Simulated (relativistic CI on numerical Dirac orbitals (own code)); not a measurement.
**Sensitivity of the levels of Tb XXVI to α and to the nuclear radius**

Method of calculation: Dirac-Coulomb-Breit CI, KLI orbitals optimised for each configuration, derivatives by finite differences, unscaled Slater integrals, QED left out (own radial code, finite nucleus).

Configurations in the expansion (outside the closed core [Ar] 3d10 4s2): 4p⁶4d⁴, 4p⁵4d⁵, 4p⁶4d³4f, 4p⁶4d²5s², 4p⁶4d4f5s². Double excitations out of closed p, d and f shells are left out; levels of such configurations are missing from the list, as are those of other unlisted configurations, and high levels can miss mixing partners.

With x = (α/α₀)² − 1 an excitation energy changes as ω = ω₀ + qx; K = 2q/ω₀ is the relative enhancement. Terms are leading LS components, so labels can repeat. The field-shift factor is F = δν/δ⟨r²⟩ for the transition from the lowest level.

Lowest level 4p⁶4d⁴ ³P0.

```
     Level  ω₀ (cm⁻¹)  q (cm⁻¹)  F (GHz/fm²)
4p⁶4d⁴ ⁵D1    43624.6     65260         1.09
4p⁶4d⁴ ⁵D2    69135.1     86940          1.5
4p⁶4d⁴ ³F4    78647.6     67290         1.28
4p⁶4d⁴ ⁵D3    81718.0     86530         1.55
4p⁶4d⁴ ⁵D0   116340.5    122800          2.2
4p⁶4d⁴ ⁵D4   121829.9    128400         2.31
4p⁶4d⁴ ³F2   130579.0    106800         2.05
4p⁶4d⁴ ³G3   130599.0    117400          2.2
4p⁶4d⁴ ³H5   141221.5    126000         2.36
4p⁶4d⁴ ³P1   146985.6    131800         2.47
4p⁶4d⁴ ³H6   149830.1    127600         2.43
4p⁶4d⁴ ³G4   161739.2    130200         2.52
4p⁶4d⁴ ³D2   165194.1    129900         2.53
4p⁶4d⁴ ³F3   165728.0    121600         2.42
4p⁶4d⁴ ³F4   187223.9    176100         3.26
4p⁶4d⁴ ³F2   194612.2    138500         2.79
4p⁶4d⁴ ³F3   201751.2    186300         3.46
4p⁶4d⁴ ³G5   213888.5    193800         3.62
4p⁶4d⁴ ³D1   215831.5    185400         3.52
4p⁶4d⁴ ¹I6   217885.5    191500         3.61
4p⁶4d⁴ ³F4   219764.8    145800            3
4p⁶4d⁴ ³P2   229503.0    157500          3.2
4p⁶4d⁴ ¹S0   237139.6    181500         3.56
```

At this charge energies of transitions that change n are usually good to better than 1 %, and those within a shell (Δn = 0) to a few per cent. Terms inside the open d or f shell come out 10 to 20 % too wide with unscaled integrals.

(1) Which transition from the lowest level has the largest |K|?

Answers

(1) 4p⁶4d⁴ ⁵D1 at 43624.6 cm⁻¹, K = 2.99.
